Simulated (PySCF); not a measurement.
C6H7FN (doublet state).
Cartesian coordinates in Å at the GFN2-xTB level; atoms count from 1:
```
atom  x, y, z in Å
C1    -2.0193   -0.3723   -0.3213
C2    -0.5819   -0.0597   -0.1241
C3    -0.0048    1.1343   -0.4475
C4     1.3607    1.3457   -0.2265
C5     2.1142    0.3120    0.3630
N6     1.6418   -0.8352    0.7147
C7     0.2880   -1.1445    0.4501
F8    -0.2885   -1.6345    1.6272
H9    -2.4571   -0.7133    0.6175
H10   -2.5630    0.4981   -0.6791
H11   -2.1336   -1.1847   -1.0413
H12   -0.6123    1.9283   -0.8605
H13    1.8186    2.2945   -0.4511
H14    3.1636    0.4671    0.5810
H15    0.2694   -2.0279   -0.2240
```

The species is `CC1=CC=C[N][C@H]1F` [radical].

Method: UKS B3LYP, pcH-1 on C F H N, non-relativistic, mean-field spin-orbit, GIAO (PySCF 2.14.0). Geometry: GFN2-xTB; no solvent, vibrations or thermal averaging. A GFN2-xTB geometry isn't a minimum of the functional, and hyperfine couplings can be far from their values at a DFT geometry. The SCF solution wasn't tested for stability. ⟨S²⟩ is 0.779 where a pure state has 0.75.

Mulliken spin populations: C1 -0.035, C2 +0.444, C3 -0.204, C4 +0.552, C5 -0.141, N6 +0.296, C7 -0.032, F8 +0.029, H9 +0.016, H10 +0.001, H11 +0.025, H12 +0.007, H13 -0.024, H14 +0.004, H15 +0.062. Main spin sites, with 60 % or more of the largest population: C2, C4; positions count bonds from the nearest.

(1) Give the computed dipolar 1H tensors of H9, H10, H11, H15.

(2) Estimate them with point dipoles: put each population ρk at its nucleus, leave out the nucleus itself and the atom bound to it, and sum T = Σ [ρk/(2S)]·C·(3 n nᵀ − 1)/r³ with C = μ0 gₑ μB g_N μN/(4π h) = 79.06 MHz Å³.

Results:

(1) 
```
atom         position  distance from C4 (Å)  T1 (MHz)     T2    T3
  H9  2 bonds from C2                  4.42     -2.81  -1.72  4.54
 H10  2 bonds from C2                  4.04     -2.35  -2.00  4.35
 H11  2 bonds from C2                  4.39     -2.76  -1.84  4.60
 H15  2 bonds from C2                  3.55     -2.41  -0.80  3.20
```

(2) 
```csv
atom,T1 (MHz),T2,T3,"T3, computed",difference in T3 (%)
H9,-4.10,-3.42,7.52,4.54,+66
H10,-3.84,-3.38,7.22,4.35,+66
H11,-3.98,-3.55,7.54,4.60,+64
H15,-5.77,-0.43,6.20,3.20,+93
```

In T3 the estimate is closest for H11 (+64 %, 4.39 Å from C4) and worst for H15 (+93 %, 3.55 Å).

Hardware: one thread, Arm Neoverse V2 (aarch64), shared host. Cost: 73 s of wall time (with the writing of density and orbital grids), 0.97 GiB resident at most.

The SMILES draws the unpaired electron on N6; the largest computed Mulliken spin population is on C4 (0.55 against 0.30).
